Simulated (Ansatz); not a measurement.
Relaxation of Cl2FGeHO (6 atoms, charge 0, multiplicity 1), to a largest force component of 0.02 eV/Å in at most 40 steps.

These are results of RKS PBE/def2-mTZVP (Ansatz), not measurements.

```xyz
6
Properties=species:S:1:pos:R:3:forces:R:3
Ge 0.000 0.000 0.000 1.60 2.51 0.05
O 0.000 0.000 1.770 -1.09 -0.44 0.48
H -0.909 -0.281 2.107 1.19 0.37 -0.41
Cl 2.094 0.000 -0.739 -1.12 -0.02 0.43
Cl -1.046 1.812 -0.739 0.40 -0.81 0.20
F -0.791 -1.371 -0.559 -0.98 -1.61 -0.76
```

Problem. Where does it end, and by what steps?

Solution. It converged. The force dipped under the threshold on the way, but the program's further checks kept it going. After 12 steps the energy has fallen by 0.193 eV; H3 moved furthest, 0.27 Å.

```tsv
step	energy less start (eV)	largest force component (eV/Å)	accepted
0	0.0000	2.511	yes
1	-0.1611	1.035	yes
2	-0.1884	0.180	yes
3	-0.1899	0.181	yes
4	-0.1911	0.037	yes
5	-0.1913	0.045	yes
6	-0.1919	0.081	yes
7	-0.1919	0.204	yes
8	-0.1929	0.016	yes
9	-0.1931	0.047	yes
10	-0.1932	0.094	yes
11	-0.1933	0.031	yes
12	-0.1933	0.012	yes
```

```xyz
6
Properties=species:S:1:pos:R:3
Ge 0.009 -0.006 -0.006
O 0.025 -0.165 1.757
H -0.861 -0.017 2.142
Cl 2.040 0.013 -0.655
Cl -1.086 1.722 -0.670
F -0.781 -1.387 -0.728
```

Whether the end is a true minimum wasn't checked by a vibrational analysis.

The run took 18 s on 4 threads of Arm Neoverse V1, with other jobs on the host, peak memory 0.19 GiB.
